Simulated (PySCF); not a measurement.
Computed with PBE0 in PySCF with Zr def2-TZVP with ECP28, O def2-TZVP, Cl def2-TZVP; scalar-relativistic core potentials, no spin–orbit coupling; density-fitted integrals. Open shells, if any, are unrestricted.

What shape and geometry does isolated singlet ZrOCl₂ take (every ligand bound to Zr)?

Formally Zr is in oxidation state +4, d0. The polar-tensor charge on Zr, 2.24, is far below the formal one. The lowest minimum found is a singlet of Cs symmetry with Zr–Cl 2.374 Å (×2), Zr–O 1.723 Å; Cl–Zr–Cl 123.1°, Cl–Zr–O 112.8° (×2). Its harmonic wavenumbers are 61 (a'), 115 (a'), 200 (a''), 369 (a'), 423 (a''), 995 (a') cm⁻¹ and its dipole moment is 3.35 D.

Other isomers or separated fragments may lie lower.
